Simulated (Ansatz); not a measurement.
Cartesian coordinates in Å:
```
C -0.084 -0.725 1.829
C -0.093 -0.567 0.352
C 0.097 0.579 -0.283
C 0.083 0.708 -1.765
F -0.868 1.567 -2.171
F 1.251 1.191 -2.223
F -0.139 -0.452 -2.394
H 0.098 0.221 2.339
H 0.686 -1.440 2.134
H -1.040 -1.130 2.177
H -0.268 -1.463 -0.238
H 0.277 1.511 0.243
```

Total charge 0; spin multiplicity 1.

(1) List the CAM-B3LYP/def2-TZVPP orbital energies in eV (Ansatz). (Best estimate.)

## Answers

(1) Ansatz gave: Occupied: -674.51, -674.35, -674.35, -285.62, -279.76, -279.46, -279.21, -38.05, -35.60, -35.45, -24.97, -22.69, -20.67, -18.79, -18.15, -18.09, -17.09, -14.86, -14.83, -14.32, -13.97, -13.83, -13.62, -13.48, -13.13, -12.33, -11.93, -9.57. Lowest empty: 0.70, 2.07, 2.78, 3.50, 3.76, 4.04, 4.78, 5.16.
